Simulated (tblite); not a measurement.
Record of a relaxation.

Species: C4H9FOSi2.
Atom-mapped SMILES: `[O:1]=[CH:2][SiH2:3][CH2:4]/[CH:5]=[C:6](/[F:7])[SiH3:8]` (hydrogens: H9 on C2; H10, H11 on Si3; H12, H13 on C4; H14 on C5; H15, H16, H17 on Si8)

Computed with GFN2-xTB (tblite), gas phase: L-BFGS steps from a force-field or distance-geometry start until the largest atomic force falls under 0.01 eV/Å. 6 of its 79 geometries are shown.

Step 0: E = -689.0462 eV, largest atomic force 2.665 eV/Å
```
atom  x, y, z in Å  |  force x, y, z in eV/Å
O1      3.220    1.656    0.213   -0.678   0.986  -1.847
C2      2.613    1.972   -0.820    1.258  -0.827   2.199
Si3     1.117    0.983   -1.311   -1.790  -0.139  -1.416
C4      0.744   -0.403   -0.112   -0.507  -0.903   0.969
C5     -0.449   -1.265   -0.456    0.051  -0.047  -0.291
C6     -1.622   -1.392    0.185    1.466   0.217  -0.805
F7     -2.511   -2.247   -0.368   -0.314  -0.289  -0.153
Si8    -2.175   -0.548    1.730   -0.732   0.722   1.331
H9      2.923    2.796   -1.464    0.382   0.312   0.101
H10     1.291    0.413   -2.673    0.147   0.190   0.243
H11    -0.084    1.880   -1.403    0.492  -0.165   0.080
H12     0.639    0.019    0.898   -0.159  -0.115  -0.160
H13     1.618   -1.064   -0.051   -0.082   0.018  -0.080
H14    -0.325   -1.875   -1.363    0.026   0.310   0.334
H15    -3.661   -0.633    1.875    0.554  -0.056  -0.145
H16    -1.804    0.886    1.700   -0.019  -0.274  -0.078
H17    -1.541   -1.165    2.922   -0.096   0.061  -0.283
```

Step 16: E = -689.3261 eV, largest atomic force 0.044 eV/Å
```
atom  x, y, z in Å  |  force x, y, z in eV/Å
O1      3.230    1.683    0.193    0.009  -0.008   0.021
C2      2.590    1.927   -0.797    0.020  -0.001   0.030
Si3     1.028    0.954   -1.347   -0.037   0.005  -0.023
C4      0.724   -0.439   -0.081    0.022   0.033  -0.017
C5     -0.425   -1.289   -0.475    0.015  -0.021   0.018
C6     -1.575   -1.366    0.183   -0.030  -0.005   0.003
F7     -2.525   -2.200   -0.344   -0.013  -0.007  -0.026
Si8    -2.163   -0.512    1.768    0.000   0.005   0.009
H9      2.907    2.769   -1.448    0.004   0.023  -0.017
H10     1.323    0.438   -2.688   -0.011  -0.009   0.006
H11    -0.075    1.916   -1.408   -0.015  -0.008   0.005
H12     0.565   -0.021    0.914   -0.012   0.007   0.003
H13     1.627   -1.053   -0.033   -0.002  -0.021   0.015
H14    -0.297   -1.871   -1.379   -0.002  -0.016  -0.016
H15    -3.614   -0.667    1.824    0.017   0.001  -0.015
H16    -1.795    0.905    1.701    0.011  -0.001   0.011
H17    -1.534   -1.163    2.920    0.023   0.025  -0.008
```

Step 31: E = -689.3283 eV, largest atomic force 0.031 eV/Å
```
atom  x, y, z in Å  |  force x, y, z in eV/Å
O1      3.220    1.672    0.203    0.006   0.009  -0.005
C2      2.584    1.925   -0.788   -0.019  -0.006   0.000
Si3     1.020    0.952   -1.344   -0.009   0.008  -0.002
C4      0.720   -0.442   -0.078    0.006  -0.004  -0.011
C5     -0.422   -1.299   -0.479    0.006   0.008   0.003
C6     -1.578   -1.362    0.169    0.014  -0.025  -0.003
F7     -2.533   -2.190   -0.359   -0.014   0.002  -0.006
Si8    -2.147   -0.503    1.759    0.007  -0.001  -0.021
H9      2.904    2.772   -1.434   -0.003  -0.014   0.017
H10     1.307    0.434   -2.686    0.001   0.002   0.003
H11    -0.094    1.902   -1.396    0.001   0.004   0.000
H12     0.544   -0.020    0.913    0.016  -0.010  -0.012
H13     1.625   -1.052   -0.017    0.000   0.000   0.015
H14    -0.287   -1.886   -1.381   -0.009   0.009   0.018
H15    -3.596   -0.667    1.817   -0.005   0.001   0.016
H16    -1.780    0.913    1.697   -0.004   0.027  -0.015
H17    -1.492   -1.136    2.906    0.006  -0.010   0.003
```

Step 47: E = -689.3302 eV, largest atomic force 0.047 eV/Å
```
atom  x, y, z in Å  |  force x, y, z in eV/Å
O1      3.200    1.656    0.223    0.001  -0.004   0.009
C2      2.562    1.916   -0.764    0.005   0.014  -0.008
Si3     1.003    0.946   -1.333    0.014   0.006   0.013
C4      0.725   -0.458   -0.076   -0.029  -0.035   0.013
C5     -0.417   -1.315   -0.481   -0.011  -0.007  -0.013
C6     -1.582   -1.363    0.154    0.023  -0.011   0.002
F7     -2.544   -2.176   -0.383    0.003   0.006   0.015
Si8    -2.128   -0.485    1.740   -0.001   0.007  -0.019
H9      2.879    2.769   -1.402    0.007   0.012   0.000
H10     1.290    0.444   -2.679    0.009  -0.010  -0.025
H11    -0.112    1.894   -1.378   -0.014   0.006   0.009
H12     0.546   -0.041    0.916    0.015  -0.003   0.007
H13     1.633   -1.062   -0.015   -0.013   0.005  -0.011
H14    -0.278   -1.905   -1.379   -0.003   0.002   0.000
H15    -3.572   -0.657    1.858   -0.004  -0.021   0.002
H16    -1.789    0.936    1.627    0.001   0.023   0.005
H17    -1.423   -1.088    2.874   -0.004   0.010   0.002
```

Step 62: E = -689.3352 eV, largest atomic force 0.046 eV/Å
```
atom  x, y, z in Å  |  force x, y, z in eV/Å
O1      3.171    1.645    0.280   -0.009   0.016  -0.014
C2      2.529    1.924   -0.700   -0.009  -0.016  -0.013
Si3     0.987    0.938   -1.297    0.031   0.020  -0.027
C4      0.739   -0.525   -0.101    0.003   0.034  -0.012
C5     -0.424   -1.353   -0.502    0.005  -0.036   0.010
C6     -1.583   -1.363    0.142   -0.020  -0.007   0.018
F7     -2.571   -2.162   -0.369   -0.011  -0.003  -0.021
Si8    -2.098   -0.417    1.696   -0.005   0.014   0.037
H9      2.832    2.802   -1.313   -0.010  -0.022   0.027
H10     1.287    0.481   -2.659   -0.006   0.019   0.000
H11    -0.146    1.867   -1.310    0.014  -0.025   0.008
H12     0.600   -0.151    0.913    0.013   0.001   0.017
H13     1.643   -1.139   -0.106    0.002   0.001   0.007
H14    -0.303   -1.963   -1.388    0.016  -0.011  -0.041
H15    -3.508   -0.712    1.927   -0.024   0.010  -0.005
H16    -1.877    1.013    1.465   -0.014   0.006   0.000
H17    -1.285   -0.873    2.825    0.022  -0.001   0.008
```

Step 78: E = -689.3369 eV, largest atomic force 0.008 eV/Å
```
atom  x, y, z in Å  |  force x, y, z in eV/Å
O1      3.149    1.636    0.311   -0.001   0.001   0.003
C2      2.509    1.920   -0.668    0.005  -0.006  -0.001
Si3     0.985    0.925   -1.290   -0.001   0.001  -0.004
C4      0.751   -0.558   -0.115    0.001   0.005  -0.001
C5     -0.422   -1.376   -0.507    0.001   0.002   0.000
C6     -1.583   -1.363    0.138   -0.002   0.001   0.001
F7     -2.583   -2.147   -0.371   -0.003   0.004  -0.001
Si8    -2.086   -0.386    1.680    0.003  -0.001  -0.001
H9      2.801    2.813   -1.263   -0.001   0.001   0.003
H10     1.282    0.514   -2.666    0.000  -0.002   0.003
H11    -0.161    1.837   -1.269   -0.004  -0.003  -0.003
H12     0.633   -0.195    0.907    0.001   0.003   0.002
H13     1.652   -1.176   -0.140    0.002   0.001  -0.005
H14    -0.311   -1.989   -1.392    0.001  -0.005   0.003
H15    -3.477   -0.722    1.967    0.000  -0.003   0.000
H16    -1.935    1.044    1.392   -0.003   0.005  -0.001
H17    -1.210   -0.765    2.791    0.001  -0.005   0.004
```

Task: Summarise the path.

Result: The energy falls by 28.05 kJ/mol from step 0 to step 78; nine tenths of that is first reached at step 5. It falls at every step. The largest force goes from 2.665 to 0.008 eV/Å. Among the bonds C2–Si3 changes most, from 1.860 to 1.923 Å; the atoms move by 0.219 Å rms after alignment.

Task: Follow the three bonds and two angles with the largest change from start to end.

Result: 
```tsv
step	E above end (kJ/mol)	largest force (eV/Å)	C2–Si3 (Å)	C6–Si8 (Å)	Si3–H11 (Å)	O1–C2–Si3 (°)	C4–C5–C6 (°)
0	28.05	2.665	1.860	1.846	1.501	118.6	129.4
3	5.05	0.362	1.919	1.897	1.454	122.0	127.6
7	2.17	0.148	1.930	1.893	1.469	124.1	126.5
10	1.48	0.101	1.926	1.896	1.467	124.5	125.9
14	1.11	0.050	1.922	1.894	1.463	124.3	125.1
17	1.01	0.041	1.921	1.894	1.465	124.5	124.9
20	0.95	0.030	1.924	1.894	1.464	124.5	124.9
24	0.90	0.023	1.923	1.894	1.466	124.5	124.8
27	0.87	0.027	1.923	1.895	1.464	124.4	124.7
31	0.83	0.031	1.924	1.894	1.465	124.1	124.5
34	0.78	0.030	1.923	1.893	1.465	124.1	124.4
37	0.75	0.031	1.924	1.894	1.464	124.1	124.4
41	0.72	0.025	1.923	1.894	1.465	124.1	124.3
44	0.69	0.028	1.922	1.893	1.464	124.2	124.3
47	0.65	0.047	1.922	1.894	1.464	124.3	124.4
51	0.58	0.054	1.923	1.894	1.466	124.3	124.3
54	0.47	0.055	1.924	1.894	1.464	124.2	124.1
58	0.29	0.043	1.922	1.894	1.464	123.9	124.1
61	0.18	0.055	1.924	1.892	1.466	124.0	124.0
64	0.10	0.032	1.924	1.893	1.465	124.2	123.9
68	0.05	0.033	1.923	1.894	1.465	124.3	123.8
71	0.02	0.010	1.924	1.893	1.465	124.3	123.9
75	0.01	0.014	1.923	1.893	1.465	124.3	123.9
78	0.00	0.008	1.923	1.894	1.465	124.2	123.9
```

The cost below is that of the whole relaxation. The run took 0.99 s of wall time on Arm Neoverse N1, one thread, no GPU, shared host with 64 logical CPUs at a one-minute load of 60.
